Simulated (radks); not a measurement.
Values are calculated unless marked as measured or tabulated.
The silver ion Ag3+, 44 electrons, occupied as [Kr] 4d7.5 5p0.5 (fractional occupations, a model configuration). Code: a radial shooting solver on a logarithmic mesh with Libxc functionals. Model: Dirac Kohn-Sham, LDA (Slater exchange, Perdew-Wang correlation), spin-unpolarised, spherical densities, point nucleus; open shells fill j = l - 1/2 first.

Radial electron density D(r) = 4 pi r^2 rho(r):

```
   r/bohr * D(r) (the largest magnitude, 75.5, reaches the edge; | marks zero)
 0.003833 |        *
 0.004426 |          *
 0.005112 |            *
 0.005904 |               *
 0.006818 |                  *
 0.007874 |                      *
 0.009021 |                          *
  0.01042 |                              *
  0.01203 |                                  *
   0.0139 |                                     *
  0.01605 |                                        *
  0.01853 |                                          *
  0.02123 |                                           *
  0.02452 |                                           *
  0.02832 |                                          *
  0.03271 |                                        *
  0.03777 |                                      *
  0.04328 |                                     *
  0.04998 |                                      *
  0.05772 |                                         *
  0.06666 |                                              *
  0.07698 |                                                  *
  0.08891 |                                                      *
   0.1019 |                                                      *
   0.1176 |                                                   *
   0.1359 |                                             *
   0.1569 |                                       *
   0.1812 |                                    *
   0.2093 |                                     *
   0.2398 |                                        *
   0.2769 |                                           *
   0.3198 |                                          *
   0.3693 |                                    *
   0.4265 |                          *
   0.4886 |                  *
   0.5643 |             *
   0.6517 |           *
   0.7527 |            *
   0.8692 |            *
    1.004 |           *
     1.15 |         *
    1.328 |      *
    1.534 |   *
    1.772 | *
    2.046 |*
    2.363 |*
    2.707 *
    3.126 *
    3.611 *
     4.17 *
    4.816 *
    5.561 *
    6.372 *
    7.358 *
```

D(r) has 4 maxima, at r = 0.0219, 0.0963, 0.288, 0.855 bohr, and minima at 0.0433, 0.189, 0.652 bohr, inside which lie 2.03, 11.19, 29.10 electrons.
